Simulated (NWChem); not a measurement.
# CH4AlO cation; SMILES [Al+]([OH])[CH3]

```xyz
7

Al     0.0169    -0.0757    -0.0043
C      0.0173     1.8272    -0.0089
H     -0.2026     2.1961     1.0058
H     -0.7526     2.1934    -0.7066
H      1.0053     2.1965    -0.3272
O      0.0112    -1.6863     0.0035
H      0.0226    -2.6424     0.0015
```
Atoms are numbered in this order, from 1.

Results from NWChem. Pople sets run with spherical d functions. All runs use the structure optimised with PBE0/def2-SVP. Core excitations by TDA in a window of 1s orbitals, non-relativistic and unshifted: absolute energies depend strongly on the exact-exchange share.

For level O K edge, B3LYP/6-311G**:

```
Item                                       Value
----------------------------------------  ------
first 1s excitation (eV)                   517.2
dipole oscillator strength of the first   0.0034
first state with f > 0.002 (eV)            517.2
dipole oscillator strength of that state  0.0034
```

Q: What are these values for level C K edge, BHandHLYP/6-311G**?

A: 
| Property | Result |
|---|---|
| first 1s excitation (eV) | 282.5 |
| dipole oscillator strength of the first | 0.0349 |
| first state with f > 0.002 (eV) | 282.5 |
| dipole oscillator strength of that state | 0.0349 |
